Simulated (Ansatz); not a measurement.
C2H2N2, SMILES `N=C=C=N` (charge 0, multiplicity 1).

Level of theory: Ansatz (a first-principles code) with BLYP/cc-pVTZ // B3LYP-D3(BJ)/def2-TZVP.

Ansatz 0.2 input:
```yaml
crystal:
  periodic: [false, false, false]
  atoms:
    - { symbol: N, position_ang: [1.839191, -0.224563, 0.106556] }
    - { symbol: C, position_ang: [0.641099, -0.000153, -0.120561] }
    - { symbol: C, position_ang: [-0.641098, 0.000059, 0.051929] }
    - { symbol: N, position_ang: [-1.83918, 0.22458, -0.175138] }
    - { symbol: H, position_ang: [2.463619, 0.144602, -0.616711] }
    - { symbol: H, position_ang: [-2.463634, -0.144528, 0.548133] }
basis:
  gaussian: { orbitals: cc-pVTZ }
hamiltonian:
  xc: blyp
```

Output:

```
Functional definition: BLYP
798 factors; their error is unknown
mean field evaluation 1: about -5075.5823 eV, gradient 6.6e1 eV
mean field evaluation 2: about -5063.2969 eV, gradient 9.8e1 eV
mean field evaluation 4: about -5084.1709 eV, gradient 6.0e0 eV
mean field evaluation 8: about -5084.2515 eV, gradient 3.1e-2 eV
mean field evaluation 16: about -5084.2515 eV, gradient 6.1e-5 eV
mean field -5084.25153524 eV, -186.8427976906 hartree, gradient 6.1e-5 eV, S^2 0.000000; 0 other end points of the search recorded, 0 dependent functions left out
reference -5084.25180646 eV, -186.8428076578 hartree; 14, 14 occupied and 134, 134 virtual orbitals, 798 factors
Total energy: -5084.25180646 eV, -186.8428076578 hartree
```
